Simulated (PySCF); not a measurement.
**How methods differ on the ionisation energy of Cd²⁺**

Cd²⁺ [Kr] 4d10 (1S) → Cd³⁺ [Kr] 4d9 (2D), as a difference of total energies. Calculation: PySCF 2.14, in aug-cc-pVTZ-PP with ECP28MDF (6s6p5d3f2g, 88 functions); a scalar-relativistic core potential. Correlated levels: valence: 4s2 4p6 frozen. The calculations carry no spin-orbit coupling.

```tsv
method	ionisation energy (eV)
UHF	35.887
LDA	38.009
PBE	37.589
PBE0	37.494
r2SCAN	37.475
B2PLYP	37.583
wB97M-V	37.364
r2SCAN0	37.430
PW91	37.668
MP2 (valence)	37.917
SCS-MP2 (valence)	37.699
```

Task: How much does correlation contribute at MP2 (valence)?

Result: 37.917 − (35.887) = 2.030 eV, measured against UHF.

The reference lies between the lowest fine-structure levels, while these numbers refer to the centres of the terms.

Errors of the correlated levels include the incompleteness of this basis and the frozen core.

For comparison: 37.468 ± 0.006 eV (measured; NIST Atomic Spectra Database, ionization energies).
